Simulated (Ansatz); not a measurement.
A search over several starts for the lowest SCF solution of MoSO₃⁻, that is [MoO3S]2- with one electron fewer at the given spin, in a small basis.

```yaml
crystal:
  periodic: [false, false, false]
  atoms:
    - {symbol: Mo, position_ang: [0.044514, 0.076552, 0.031921]}
    - {symbol: O, position_ang: [0.070416, 0.082671, 1.789622]}
    - {symbol: O, position_ang: [1.702598, 0.109979, -0.551036]}
    - {symbol: O, position_ang: [-0.770532, 1.533202, -0.519533]}
    - {symbol: S, position_ang: [-1.046996, -1.802403, -0.750984]}
basis:
  gaussian: {orbitals: def2-SVP}
total_charge: -1
magnetization: {spin_polarized: true, initial_magnetization: 1}
hamiltonian: {xc: pbe0, dispersion: d4}
output: {orbitals: {seedname: orbitals}}
```

```sh
$ ansatz run in.yaml --threads 4 --pin off --events-out ev --progress --plain --max-ram 3916MiB
```

Output, abridged:

```
Functional definition: PBE0
869 factors; integrals over basis functions are off by at most 1.2e-3 eV
mean field evaluation 1: about -18805.9952 eV, gradient 5.6e1 eV
mean field evaluation 2: about -18624.2840 eV, gradient 2.1e2 eV
mean field evaluation 4: about -18815.8485 eV, gradient 2.5e1 eV
mean field evaluation 8: about -18818.2774 eV, gradient 6.5e-1 eV
mean field evaluation 16: about -18818.4210 eV, gradient 1.9e-2 eV
mean field evaluation 32: about -18818.4211 eV, gradient 4.4e-3 eV
mean field evaluation 64: about -18818.4211 eV, gradient 3.0e-6 eV
mean field evaluation 96: about -18818.1986 eV, gradient 2.1e0 eV
mean field -18818.42113925 eV, -691.5642212834 hartree, gradient 2.5e-6 eV, S^2 0.763248; 10 other end points of the search recorded, 0 dependent functions left out
reference -18818.42118574 eV, -691.5642229920 hartree; 28, 27 occupied and 63, 64 virtual orbitals, 869 factors
Total energy: -18818.58492823 eV, -691.5702404173 hartree
```

Hardware: 4 threads of Arm Neoverse V1 on a shared host. Wall time 21 s.

In the def2 sets Mo takes a core potential; there is no spin–orbit coupling.
